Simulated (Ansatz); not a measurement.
Consider the formal exchange of groups at the Se–C bond: `C[Se]CN` + `[OH][AlH2]` → `C[Se][AlH][OH]` + CH₃NH₂.

Gas-phase electronic energies from Ansatz, PBE0-D4/def2-TZVP geometries. CCSD(T)/CBS adds triple-zeta CCSD(T) − MP2 to the extrapolated MP2 energy (def2 sets, frozen cores). This one scheme is used for every species. For Se outer-core shells are correlated without core-valence functions, which leaves a few kJ/mol of doubt a bond. Scalar relativity is left out up to krypton. Each species was taken in one conformer, which may not be the lowest.

```
         species  SCS-MP2/def2-QZVPP energy (Eh)
       `C[Se]CN`                     -2535.33763
    `[OH][AlH2]`                      -318.98900
`C[Se][AlH][OH]`                     -2758.68185
          CH₃NH₂                       -95.69949
```

Task: Work out ΔE.

Result: ΔE = (-2758.68185) + (-95.69949) − (-2535.33763) − (-318.98900) = -0.05471 Eh = -1.49 eV. CCSD(T)/CBS gives -1.51 eV.

Largest T1 diagnostic among the species: 0.012.

From PBE to PBE0 (25 % exact exchange), in def2-TZVPP and without D4, ΔE moves by −0.08 eV. In def2-TZVPP, CCSD(T) changes the Hartree–Fock value by +0.14 eV (the triples alone add +0.03 eV) and MP2 by +0.13 eV.
